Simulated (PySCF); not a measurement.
C₇H₅NS.
Atom-mapped SMILES: `[N:1]#[C:2][S:3][c:4]1[cH:5][cH:6][cH:7][cH:8][cH:9]1` (hydrogens: H10 on C5; H11 on C6; H12 on C7; H13 on C8; H14 on C9)

The same species was optimised twice, with GFN2-xTB and with PBE0-D3(BJ)/def2-SVP (PySCF), and the same property calculations (PySCF, gas phase) were run on both structures.

```
     coordinate  GFN2-xTB  PBE0-D3(BJ)/def2-SVP  change
      C2–S3 (Å)     1.678                 1.694  +0.016
      N1≡C2 (Å)     1.146                 1.163  +0.017
      S3–C4 (Å)     1.807                 1.793  -0.014
      C4–C9 (Å)     1.384                 1.396  +0.012
      C4–C5 (Å)     1.384                 1.396  +0.012
      C7–C8 (Å)     1.385                 1.395  +0.010
      C6–C7 (Å)     1.385                 1.394  +0.009
      C5–C6 (Å)     1.384                 1.393  +0.009
      C8–C9 (Å)     1.384                 1.393  +0.009
   C2–S3–C4 (°)      95.0                 100.2    +5.2
   N1–C2–S3 (°)     179.4                 177.0    -2.4
   C5–C4–C9 (°)     121.5                 121.0    -0.5
   C4–C9–C8 (°)     118.9                 119.3    +0.4
   C4–C5–C6 (°)     119.0                 119.3    +0.3
   S3–C4–C9 (°)     119.3                 119.6    +0.3
   S3–C4–C5 (°)     119.2                 119.4    +0.2
   C7–C8–C9 (°)     120.2                 120.2     0.0
C2–S3–C4–C5 (°)       -94                   -94       0
```

Rotational constants: A = 3028, B = 907.5, C = 885.2 MHz (GFN2-xTB) against A = 3150, B = 857.1, C = 829.9 MHz (PBE0-D3(BJ)/def2-SVP).

On the GFN2-xTB structure: HOMO (eV) -7.78 [PBE0/pcSseg-1]; LUMO (eV) -1.23 [PBE0/pcSseg-1]; dipole (D) 4.39 [PBE0/pcSseg-1]; GIAO shielding of N1 (ppm) -64.9 [PBE0/pcSseg-1]; GIAO shielding of C2 (ppm) 70.5 [PBE0/pcSseg-1]; GIAO shielding of S3 (ppm) 492.3 [PBE0/pcSseg-1]; GIAO shielding of C4 (ppm) 51.6 [PBE0/pcSseg-1]; GIAO shielding of C5/C9 (mean) (ppm) 45.1 [PBE0/pcSseg-1]; GIAO shielding of C6/C8 (mean) (ppm) 50.7 [PBE0/pcSseg-1]; GIAO shielding of C7 (ppm) 50.0 [PBE0/pcSseg-1].

Question: What do these properties become on the PBE0-D3(BJ)/def2-SVP structure?

Answer: 
```json
{"property": "HOMO (eV)", "level": "PBE0/pcSseg-1", "on GFN2-xTB": "-7.78", "on PBE0-D3(BJ)/def2-SVP": "-7.78", "change": "0.00"}
{"property": "LUMO (eV)", "level": "PBE0/pcSseg-1", "on GFN2-xTB": "-1.23", "on PBE0-D3(BJ)/def2-SVP": "-1.37", "change": "-0.14"}
{"property": "dipole (D)", "level": "PBE0/pcSseg-1", "on GFN2-xTB": "4.39", "on PBE0-D3(BJ)/def2-SVP": "4.72", "change": "+0.33"}
{"property": "energy, GFN2-xTB geometry as zero (kcal/mol)", "level": "PBE0/pcSseg-1", "on GFN2-xTB": "0.0", "on PBE0-D3(BJ)/def2-SVP": "-1.1", "change": "-1.1"}
{"property": "GIAO shielding of N1 (ppm)", "level": "PBE0/pcSseg-1", "on GFN2-xTB": "-64.9", "on PBE0-D3(BJ)/def2-SVP": "-73.2", "change": "-8.3"}
{"property": "GIAO shielding of C2 (ppm)", "level": "PBE0/pcSseg-1", "on GFN2-xTB": "70.5", "on PBE0-D3(BJ)/def2-SVP": "68.7", "change": "-1.8"}
{"property": "GIAO shielding of S3 (ppm)", "level": "PBE0/pcSseg-1", "on GFN2-xTB": "492.3", "on PBE0-D3(BJ)/def2-SVP": "481.4", "change": "-10.9"}
{"property": "GIAO shielding of C4 (ppm)", "level": "PBE0/pcSseg-1", "on GFN2-xTB": "51.6", "on PBE0-D3(BJ)/def2-SVP": "52.6", "change": "+1.0"}
{"property": "GIAO shielding of C5/C9 (mean) (ppm)", "level": "PBE0/pcSseg-1", "on GFN2-xTB": "45.1", "on PBE0-D3(BJ)/def2-SVP": "41.2", "change": "-3.9"}
{"property": "GIAO shielding of C6/C8 (mean) (ppm)", "level": "PBE0/pcSseg-1", "on GFN2-xTB": "50.7", "on PBE0-D3(BJ)/def2-SVP": "48.7", "change": "-2.0"}
{"property": "GIAO shielding of C7 (ppm)", "level": "PBE0/pcSseg-1", "on GFN2-xTB": "50.0", "on PBE0-D3(BJ)/def2-SVP": "46.9", "change": "-3.1"}
```

The heavy atoms differ by 0.112 Å rms after alignment. Among bonds between heavy atoms N1≡C2 and C2–S3 change most and about equally (+0.016 to +0.017 Å). Changes are differences of the printed values. Neither structure is proved a minimum here.

The values belong to the conformer `[N:1]#[C:2][S:3][c:4]1[cH:5][cH:6][cH:7][cH:8][cH:9]1`: C2–S3–C4–C5 -94°.
